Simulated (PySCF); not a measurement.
Does the answer move with the share of exact exchange?

CH7ClGeSi.
Cartesian coordinates in Å at the PBE0-D3(BJ)/def2-SVP level; atoms count from 1:
```xyz
11
CH7ClGeSi angstrom
Si    -0.1528    0.1709   -0.7321
Ge     1.8016    0.0494    0.6235
C      3.2342    1.0349   -0.3095
Cl     3.2987    0.5266   -2.0236
H     -0.3796    1.5910   -1.1402
H     -0.0009   -0.6791   -1.9484
H     -1.3410   -0.3002    0.0444
H      2.2670   -1.4043    0.8288
H      1.5908    0.7000    2.0084
H      4.2188    0.8421    0.1379
H      3.0450    2.1169   -0.2864
```

PySCF, pcSseg-2 basis, density fitting, gas phase, PBE0-D3(BJ)/def2-SVP geometry. One functional is left out:

```csv
functional,exact exchange (%),HOMO energy (eV),LUMO energy (eV),dipole moment (D)
B97-D,0,-6.74,-0.98,1.501
BLYP,0,-6.61,-0.97,1.480
BP86,0,-6.85,-1.10,1.500
LDA,0,-6.87,-1.25,1.524
OPBE,0,-6.74,-0.94,1.502
PBE,0,-6.75,-1.08,1.493
B3LYP,20,-7.78,-0.47,1.565
PBE0,25,-8.01,-0.24,1.589
mPW1PW91,25,-8.04,-0.24,1.588
BHandHLYP,50,-9.13,0.52,1.674
```

Predict the row of B97-2 (21 % exact exchange) by straight lines through the other rows, and check it.

| property | line | computed | computed − line | B3LYP (20 %), for comparison |
| --- | --- | --- | --- | --- |
| HOMO energy (eV) | -7.79 | -7.77 | +0.02 | -7.78 |
| LUMO energy (eV) | -0.39 | -0.25 | +0.14 | -0.47 |
| dipole moment (D) | 1.573 | 1.580 | +0.007 | 1.565 |

Which of these properties follows the share of exact exchange most closely, and which least?

Most closely the HOMO energy, least the dipole moment; the correlations over the tabulated rows are HOMO energy -0.996, LUMO energy 0.987, dipole moment 0.984. The HOMO energy moves by -0.484 eV for every 10 %. Functionals with the same share still differ in their other parts: at 0 % BLYP and LDA differ by 0.26 eV in it.
